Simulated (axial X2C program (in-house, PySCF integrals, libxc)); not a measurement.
**Ionising LiBi**

Computed with an in-house relativistic program for diatomic molecules, spin-free (one-electron X2C) or two-component (2c: spin–orbit coupling with atomic mean-field Coulomb and Gaunt terms, which also bring small scalar terms), in Dyall basis sets with cores contracted in-house; open shells are unrestricted.

Basis sets: Bi dyall-cv3z, Li dyall-cv3z.

```tsv
Hamiltonian	level	LiBi state	Re (Å)	ωe (cm⁻¹)	De (eV)
spin-free	PBE0	M_S = 1, Λ = 0	2.677	375.6	1.44
2c	HF	Ω = 1	2.684	344.6	0.43
2c	PBE0	Ω = 1	2.650	355.2	1.16
```

Adiabatic ionisation energy (minimum to minimum, no zero-point term) and constants of LiBi⁺:

| Hamiltonian | level | LiBi⁺ state | IE (eV) | Re (Å) | ωe (cm⁻¹) | De (eV) | fragments |
| --- | --- | --- | --- | --- | --- | --- | --- |
| spin-free | PBE0 | M_S = 3/2, Λ = 0 | 6.42 | 2.996 | 215.0 | 0.59 | Bi + Li+ |
| 2c | HF | Ω = 1/2 | 5.36 | 3.015 | 233.4 | 0.41 | Bi + Li+ |
| 2c | PBE0 | Ω = 1/2 | 6.02 | 2.983 | 235.6 | 0.71 | Bi + Li+ |

(1) Add the zero-point terms to the ionisation energy at PBE0, 2c, and say whether the electron removed was bonding.

(2) Close the cycle De(LiBi⁺) + IE(LiBi) = De(LiBi) + IE(Li) to find the atomic ionisation energy at PBE0, 2c.

Each entry is the lowest single determinant of a limited PBE0 search at one distance. De goes to single-determinant-based atoms at the same level (for ions the charge split of lowest energy) and is withheld (n/a) where an atom does not fit its ground term or J level. Main or longest-lived isotopes. One determinant is a doubtful description, or other states lie close, for LiBi, LiBi⁺; these need not be ground states, and all values refer to the states named. Some open-shell Ω = 0 determinants are out of reach, so the Ω given for LiBi need not be the lowest component. With several unpaired electrons the Ω given is that of one determinant, not necessarily of the lowest component. The functionals have no current term, which raises determinants with orbital currents.

Answers

(1) IE0 = IE + (ωe⁺ − ωe)/2 = 6.02 + (-0.007) = 6.01 eV. Re changes by 0.333 Å, but the two determinants differ by more than one electron in one block, so no single orbital tells the change.

(2) IE(Li) = 0.71 + 6.02 − 1.16 = 5.57 eV, for the determinants used.
